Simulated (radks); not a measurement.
The caesium anion Cs-, [Xe] 6s2, held by a Watson sphere: a shell of charge +1 at radius R that stands for the Madelung well of a crystal (potential energy -1/R inside, -1/r outside, in hartree with lengths in bohr). Calculated with a radial shooting solver on a logarithmic mesh with Libxc functionals: scalar-relativistic Kohn-Sham, LB94 model potential, spin-unpolarised, spherical densities, finite nucleus; Fermi nuclear charge, rms radius of each element as measured or else 0.836 A^(1/3) + 0.57 fm. Response by self-consistent Sternheimer equations with the Hartree and adiabatic LDA kernel, the relativistic mass of each level held fixed and spin-orbit coupling left out. The sphere does not respond.

[
 {"R (bohr)": "3.26", "e(5s) (eV)": "-32.719", "e(5p) (eV)": "-19.093", "e(6s) (eV)": "-5.688", "<r> 6s (bohr)": "4.637", "sum of <r^2> (bohr^2)": "99.04", "X-ray form factor at sin(theta)/lambda = 0.3 1/angstrom": "38.030", "alpha (bohr^3)": "213.8"},
 {"R (bohr)": "4.92", "e(5s) (eV)": "-31.053", "e(5p) (eV)": "-17.416", "e(6s) (eV)": "-5.069", "<r> 6s (bohr)": "5.055", "sum of <r^2> (bohr^2)": "108.4", "X-ray form factor at sin(theta)/lambda = 0.3 1/angstrom": "38.022", "alpha (bohr^3)": "304.0"},
 {"R (bohr)": "5.53", "e(5s) (eV)": "-30.729", "e(5p) (eV)": "-17.087", "e(6s) (eV)": "-4.806", "<r> 6s (bohr)": "5.208", "sum of <r^2> (bohr^2)": "112.1", "X-ray form factor at sin(theta)/lambda = 0.3 1/angstrom": "38.019", "alpha (bohr^3)": "349.3"},
 {"R (bohr)": "5.77", "e(5s) (eV)": "-30.621", "e(5p) (eV)": "-16.978", "e(6s) (eV)": "-4.705", "<r> 6s (bohr)": "5.263", "sum of <r^2> (bohr^2)": "113.5", "X-ray form factor at sin(theta)/lambda = 0.3 1/angstrom": "38.018", "alpha (bohr^3)": "367.8"},
 {"R (bohr)": "6.04", "e(5s) (eV)": "-30.508", "e(5p) (eV)": "-16.863", "e(6s) (eV)": "-4.595", "<r> 6s (bohr)": "5.322", "sum of <r^2> (bohr^2)": "115.0", "X-ray form factor at sin(theta)/lambda = 0.3 1/angstrom": "38.018", "alpha (bohr^3)": "389.1"},
 {"R (bohr)": "6.32", "e(5s) (eV)": "-30.399", "e(5p) (eV)": "-16.754", "e(6s) (eV)": "-4.484", "<r> 6s (bohr)": "5.380", "sum of <r^2> (bohr^2)": "116.6", "X-ray form factor at sin(theta)/lambda = 0.3 1/angstrom": "38.017", "alpha (bohr^3)": "411.3"}
]
